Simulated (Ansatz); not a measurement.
Born–Oppenheimer molecular dynamics of C₂H₉NO₂Si (15 atoms, charge 0, multiplicity 1). It goes on from the last frame of an earlier run, with new velocities.

Level of theory: Ansatz, UKS B3LYP/STO-3G.

```
ensemble        : NVT, Nosé–Hoover chain
time step       : 0.5 fs
steps asked     : 96
set temperature : 400 K
thermostat      : time constant 300 fs, chain length 1
seed            : 126539
```

Frames 0.5 fs apart, positions in Å, forces in eV/Å.

Velocities at 40.0 fs (Å/ps):

```
C 2.31 -1.08 -2.54
Si 1.05 -4.52 -0.96
C -1.14 21.63 5.68
N 8.59 2.52 1.31
O -0.80 -2.00 0.01
O -3.96 -3.58 0.01
H -39.70 -19.95 -13.18
H 10.40 -14.38 42.86
H -21.31 10.57 0.41
H -13.15 -19.23 -11.29
H -7.38 39.39 -22.07
H 16.65 -28.22 -15.77
H -12.26 3.45 -7.06
H -0.98 -41.58 14.77
H -19.39 4.49 -17.61
```

```xyz
15
Properties=species:S:1:pos:R:3:forces:R:3 time_fs=40.0 energy_less_start_eV=-0.414 T=629
C -0.841 -1.272 -1.514 0.29 -0.51 -0.41
Si 0.117 -0.990 0.107 -0.07 -0.52 1.05
C -0.075 0.897 0.591 2.86 1.22 2.19
N 0.908 1.839 -0.274 -2.31 -3.05 -0.85
O 0.365 1.364 2.055 -3.32 -2.20 -2.20
O -1.486 1.248 0.312 1.82 3.44 -0.87
H -1.359 -0.260 -1.681 1.18 -1.54 -0.92
H -1.680 -2.043 -1.519 1.30 0.86 0.40
H 0.006 -1.665 -2.238 -2.49 1.65 0.77
H 1.558 -1.329 -0.206 -1.39 0.19 0.84
H -0.585 -1.661 1.272 1.16 0.27 -1.12
H 0.555 2.784 -0.003 -0.13 1.45 0.94
H 0.203 1.697 -1.086 1.47 0.56 -1.16
H -0.546 0.987 2.482 1.59 0.80 0.22
H -1.230 2.290 -0.018 -1.95 -2.62 1.12
15
Properties=species:S:1:pos:R:3:forces:R:3 time_fs=40.5 energy_less_start_eV=-0.462 T=658
C -0.839 -1.272 -1.515 -0.08 -0.43 -0.12
Si 0.117 -0.992 0.106 -0.07 -0.03 0.79
C -0.075 0.908 0.594 2.93 0.77 2.05
N 0.912 1.840 -0.273 -2.39 -3.71 -1.30
O 0.364 1.363 2.055 -3.53 -2.24 -2.00
O -1.488 1.247 0.312 1.78 3.53 -0.90
H -1.378 -0.272 -1.689 1.26 -1.51 -0.86
H -1.673 -2.049 -1.497 1.31 0.84 0.30
H -0.007 -1.658 -2.237 -2.23 1.50 0.56
H 1.550 -1.338 -0.210 -1.27 0.16 0.86
H -0.588 -1.641 1.259 1.02 0.06 -0.86
H 0.564 2.771 -0.010 -0.35 2.22 1.15
H 0.199 1.699 -1.091 1.72 0.55 -0.88
H -0.545 0.968 2.489 1.82 0.92 0.07
H -1.242 2.289 -0.025 -1.91 -2.64 1.14
15
Properties=species:S:1:pos:R:3:forces:R:3 time_fs=41.0 energy_less_start_eV=-0.585 T=730
C -0.838 -1.273 -1.516 -0.47 -0.30 0.30
Si 0.118 -0.994 0.106 -0.10 0.50 0.47
C -0.075 0.919 0.597 2.94 0.33 1.87
N 0.915 1.840 -0.273 -2.47 -4.07 -1.59
O 0.363 1.361 2.054 -3.57 -2.20 -1.83
O -1.490 1.246 0.311 1.70 3.40 -0.85
H -1.393 -0.287 -1.699 1.28 -1.39 -0.79
H -1.663 -2.053 -1.475 1.24 0.75 0.20
H -0.026 -1.647 -2.235 -1.82 1.27 0.23
H 1.539 -1.347 -0.213 -1.09 0.12 0.85
H -0.588 -1.621 1.245 0.84 -0.18 -0.54
H 0.571 2.764 -0.014 -0.47 2.72 1.26
H 0.199 1.703 -1.098 1.88 0.53 -0.63
H -0.539 0.950 2.497 1.91 0.99 -0.04
H -1.259 2.282 -0.030 -1.81 -2.47 1.10
15
Properties=species:S:1:pos:R:3:forces:R:3 time_fs=41.5 energy_less_start_eV=-0.769 T=838
C -0.837 -1.274 -1.518 -0.86 -0.13 0.83
Si 0.118 -0.997 0.105 -0.14 1.06 0.10
C -0.074 0.930 0.601 2.88 -0.09 1.65
N 0.919 1.840 -0.273 -2.58 -4.02 -1.69
O 0.361 1.359 2.054 -3.45 -2.09 -1.72
O -1.491 1.245 0.311 1.58 3.04 -0.72
H -1.405 -0.306 -1.710 1.23 -1.17 -0.72
H -1.651 -2.055 -1.452 1.10 0.60 0.11
H -0.050 -1.633 -2.232 -1.25 0.96 -0.21
H 1.525 -1.356 -0.214 -0.84 0.07 0.83
H -0.585 -1.602 1.229 0.61 -0.45 -0.16
H 0.577 2.764 -0.015 -0.46 2.83 1.24
H 0.203 1.708 -1.106 1.96 0.50 -0.42
H -0.529 0.935 2.505 1.86 0.99 -0.10
H -1.280 2.269 -0.032 -1.63 -2.09 0.98
15
Properties=species:S:1:pos:R:3:forces:R:3 time_fs=42.0 energy_less_start_eV=-0.978 T=959
C -0.836 -1.274 -1.519 -1.25 0.09 1.49
Si 0.119 -0.999 0.105 -0.20 1.65 -0.30
C -0.072 0.942 0.605 2.75 -0.48 1.40
N 0.921 1.839 -0.273 -2.70 -3.54 -1.58
O 0.359 1.357 2.053 -3.17 -1.90 -1.66
O -1.492 1.245 0.311 1.42 2.41 -0.49
H -1.415 -0.328 -1.724 1.10 -0.87 -0.65
H -1.635 -2.056 -1.428 0.89 0.38 0.02
H -0.076 -1.617 -2.229 -0.55 0.57 -0.78
H 1.509 -1.364 -0.212 -0.53 -0.01 0.78
H -0.582 -1.583 1.213 0.35 -0.73 0.26
H 0.582 2.770 -0.013 -0.32 2.52 1.09
H 0.212 1.714 -1.116 1.95 0.46 -0.26
H -0.514 0.922 2.512 1.67 0.92 -0.11
H -1.305 2.251 -0.032 -1.40 -1.48 0.78
15
Properties=species:S:1:pos:R:3:forces:R:3 time_fs=42.5 energy_less_start_eV=-1.158 T=1064
C -0.836 -1.275 -1.519 -1.60 0.33 2.22
Si 0.119 -1.001 0.105 -0.28 2.24 -0.71
C -0.070 0.953 0.610 2.55 -0.85 1.12
N 0.924 1.837 -0.274 -2.81 -2.72 -1.29
O 0.356 1.355 2.051 -2.75 -1.62 -1.66
O -1.493 1.246 0.310 1.25 1.50 -0.15
H -1.422 -0.351 -1.739 0.89 -0.49 -0.58
H -1.617 -2.056 -1.405 0.63 0.12 -0.05
H -0.103 -1.600 -2.228 0.24 0.15 -1.43
H 1.492 -1.373 -0.209 -0.18 -0.10 0.72
H -0.577 -1.566 1.198 0.06 -1.01 0.69
H 0.587 2.782 -0.008 -0.08 1.89 0.84
H 0.226 1.721 -1.126 1.84 0.40 -0.15
H -0.495 0.911 2.520 1.35 0.77 -0.06
H -1.333 2.229 -0.030 -1.11 -0.61 0.49
15
Properties=species:S:1:pos:R:3:forces:R:3 time_fs=43.0 energy_less_start_eV=-1.263 T=1125
C -0.835 -1.276 -1.520 -1.81 0.52 2.94
Si 0.120 -1.002 0.104 -0.39 2.82 -1.10
C -0.068 0.963 0.614 2.29 -1.18 0.81
N 0.926 1.835 -0.274 -2.87 -1.70 -0.87
O 0.353 1.352 2.050 -2.18 -1.25 -1.72
O -1.494 1.246 0.310 1.07 0.32 0.29
H -1.426 -0.376 -1.755 0.61 -0.04 -0.51
H -1.598 -2.056 -1.382 0.33 -0.19 -0.11
H -0.131 -1.582 -2.231 1.01 -0.28 -2.07
H 1.474 -1.381 -0.204 0.21 -0.20 0.64
H -0.573 -1.552 1.184 -0.23 -1.26 1.11
H 0.591 2.799 -0.002 0.21 1.07 0.53
H 0.244 1.729 -1.136 1.65 0.33 -0.09
H -0.473 0.902 2.527 0.91 0.55 0.05
H -1.364 2.206 -0.026 -0.80 0.49 0.10
15
Properties=species:S:1:pos:R:3:forces:R:3 time_fs=43.5 energy_less_start_eV=-1.278 T=1135
C -0.835 -1.276 -1.520 -1.80 0.63 3.49
Si 0.120 -1.004 0.104 -0.54 3.35 -1.42
C -0.065 0.974 0.619 1.97 -1.48 0.47
N 0.927 1.833 -0.275 -2.82 -0.65 -0.36
O 0.350 1.349 2.048 -1.52 -0.80 -1.83
O -1.494 1.247 0.309 0.93 -1.02 0.79
H -1.429 -0.401 -1.772 0.26 0.44 -0.45
H -1.579 -2.056 -1.359 0.02 -0.50 -0.15
H -0.155 -1.565 -2.239 1.62 -0.63 -2.56
H 1.458 -1.391 -0.197 0.62 -0.31 0.56
H -0.569 -1.540 1.172 -0.49 -1.47 1.47
H 0.595 2.818 0.006 0.48 0.22 0.20
H 0.266 1.738 -1.147 1.39 0.25 -0.09
H -0.449 0.894 2.534 0.38 0.25 0.21
H -1.397 2.184 -0.023 -0.52 1.72 -0.33
15
Properties=species:S:1:pos:R:3:forces:R:3 time_fs=44.0 energy_less_start_eV=-1.229 T=1107
C -0.836 -1.277 -1.519 -1.50 0.61 3.73
Si 0.121 -1.005 0.103 -0.72 3.80 -1.63
C -0.061 0.984 0.624 1.61 -1.74 0.11
N 0.928 1.830 -0.276 -2.66 0.33 0.20
O 0.346 1.346 2.046 -0.79 -0.30 -1.97
O -1.494 1.247 0.309 0.86 -2.29 1.27
H -1.432 -0.424 -1.791 -0.11 0.90 -0.38
H -1.559 -2.058 -1.336 -0.27 -0.80 -0.20
H -0.176 -1.549 -2.253 1.93 -0.87 -2.76
H 1.442 -1.401 -0.189 1.00 -0.42 0.47
H -0.566 -1.532 1.165 -0.68 -1.62 1.71
H 0.601 2.838 0.014 0.71 -0.57 -0.11
H 0.291 1.748 -1.158 1.09 0.17 -0.13
H -0.424 0.888 2.542 -0.18 -0.09 0.41
H -1.430 2.167 -0.020 -0.29 2.86 -0.73
15
Properties=species:S:1:pos:R:3:forces:R:3 time_fs=44.5 energy_less_start_eV=-1.170 T=1073
C -0.836 -1.277 -1.517 -0.91 0.47 3.53
Si 0.121 -1.006 0.102 -0.92 4.15 -1.69
C -0.058 0.994 0.629 1.24 -1.97 -0.28
N 0.928 1.827 -0.277 -2.40 1.17 0.76
O 0.342 1.343 2.044 -0.09 0.23 -2.10
O -1.495 1.247 0.309 0.85 -3.18 1.61
H -1.435 -0.446 -1.811 -0.47 1.28 -0.30
H -1.539 -2.061 -1.314 -0.52 -1.04 -0.24
H -0.192 -1.535 -2.273 1.90 -0.96 -2.55
H 1.429 -1.412 -0.180 1.33 -0.52 0.40
H -0.565 -1.528 1.161 -0.79 -1.68 1.82
H 0.609 2.857 0.022 0.88 -1.22 -0.37
H 0.319 1.758 -1.169 0.76 0.09 -0.20
H -0.400 0.880 2.550 -0.71 -0.43 0.61
H -1.465 2.156 -0.019 -0.14 3.60 -0.98
15
Properties=species:S:1:pos:R:3:forces:R:3 time_fs=45.0 energy_less_start_eV=-1.147 T=1059
C -0.837 -1.277 -1.514 -0.18 0.25 2.90
Si 0.121 -1.007 0.102 -1.12 4.37 -1.59
C -0.054 1.004 0.634 0.85 -2.18 -0.67
N 0.928 1.825 -0.278 -2.06 1.85 1.28
O 0.339 1.340 2.041 0.52 0.72 -2.16
O -1.495 1.247 0.309 0.85 -3.44 1.71
H -1.439 -0.465 -1.831 -0.75 1.53 -0.19
H -1.521 -2.067 -1.292 -0.69 -1.19 -0.31
H -0.203 -1.524 -2.300 1.56 -0.93 -1.95
H 1.419 -1.424 -0.170 1.57 -0.60 0.34
H -0.565 -1.528 1.162 -0.79 -1.65 1.76
H 0.618 2.872 0.030 0.98 -1.72 -0.59
H 0.348 1.768 -1.181 0.44 0.00 -0.29
H -0.377 0.872 2.560 -1.13 -0.74 0.75
H -1.500 2.153 -0.021 -0.05 3.71 -1.01
15
Properties=species:S:1:pos:R:3:forces:R:3 time_fs=45.5 energy_less_start_eV=-1.171 T=1072
C -0.838 -1.277 -1.512 0.51 0.02 1.95
Si 0.121 -1.007 0.101 -1.30 4.46 -1.33
C -0.050 1.013 0.639 0.48 -2.38 -1.08
N 0.928 1.823 -0.278 -1.68 2.35 1.73
O 0.335 1.337 2.038 0.94 1.11 -2.07
O -1.495 1.246 0.309 0.81 -3.02 1.55
H -1.444 -0.480 -1.851 -0.92 1.60 -0.02
H -1.505 -2.075 -1.271 -0.76 -1.22 -0.40
H -0.211 -1.515 -2.331 1.06 -0.83 -1.08
H 1.413 -1.438 -0.160 1.69 -0.64 0.29
H -0.568 -1.532 1.167 -0.70 -1.53 1.54
H 0.630 2.884 0.035 1.02 -2.05 -0.75
H 0.379 1.779 -1.193 0.14 -0.08 -0.35
H -0.356 0.862 2.572 -1.36 -0.93 0.78
H -1.535 2.160 -0.024 0.07 3.14 -0.78
```

Of the whole run (48 fs, mean temperature of the second half 910 K): The conserved energy stayed within 0.58 meV per atom of its start (net change -0.27 meV per atom), so the integration is sound. The mean temperature of the second half is 127 % above the set value. A run of 0.048 ps of so small a system gives no equilibrium averages. Limits of this set-up: minimal basis.

The run took 9.6 min on 1 thread of Intel(R) Xeon(R) Platinum 8259CL CPU @ 2.50GHz (Skylake/Cascade Lake), with other jobs on the host, peak memory 0.18 GiB.
